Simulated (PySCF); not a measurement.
# Orbital picture of TlCl

revPBE at R = 2.526 Å; basis Tl def2-SVP with ECP60, Cl def2-SVP; scalar-relativistic core potentials; PySCF 2.14. State: ¹Σ⁺ (singlet), closed shell. Only the outer orbitals are listed, counted within each symmetry, core potentials removing the inner ones.

```json
{"orbital": "8σ", "occ.": "2", "ε (eV)": "-10.03", "on Tl (%)": "82", "main shells (%)": "81 Tl s, 16 Cl p"}
{"orbital": "4π", "occ.": "2", "ε (eV)": "-6.22", "on Tl (%)": "7", "main shells (%)": "93 Cl p"}
{"orbital": "4π", "occ.": "2", "ε (eV)": "-6.22", "on Tl (%)": "7", "main shells (%)": "93 Cl p"}
{"orbital": "9σ", "occ.": "2", "ε (eV)": "-6.17", "on Tl (%)": "33", "main shells (%)": "67 Cl p, 17 Tl p, 15 Tl s"}
{"orbital": "5π", "occ.": "0", "ε (eV)": "-2.22", "on Tl (%)": "94", "main shells (%)": "94 Tl p"}
{"orbital": "5π", "occ.": "0", "ε (eV)": "-2.22", "on Tl (%)": "94", "main shells (%)": "94 Tl p"}
{"orbital": "10σ", "occ.": "0", "ε (eV)": "-0.45", "on Tl (%)": "92", "main shells (%)": "87 Tl p, 10 Cl p"}
```

Question: Which are the highest filled and the lowest empty level, where do they sit, and how wide is the gap?

Answer: Highest filled 9σ at -6.17 eV (in %: 67 Cl p, 17 Tl p, 15 Tl s); lowest empty 5π at -2.22 eV (in %: 94 Tl p); the gap at revPBE is 3.95 eV.

| Item | Value |
| --- | --- |
| bond order (Mayer) | 1.09 |
| ⟨S²⟩ | 0.000 |
| charge on Tl (Mulliken, basis-dependent) | 0.37 |
| charge on Tl (Löwdin, basis-dependent) | 0.17 |
| dipole moment (positive dipole means Tl(−)Cl(+)) | -3.85 D |

Spin–orbit coupling is left out, which matters for elements this heavy, above all for dissociation energies.
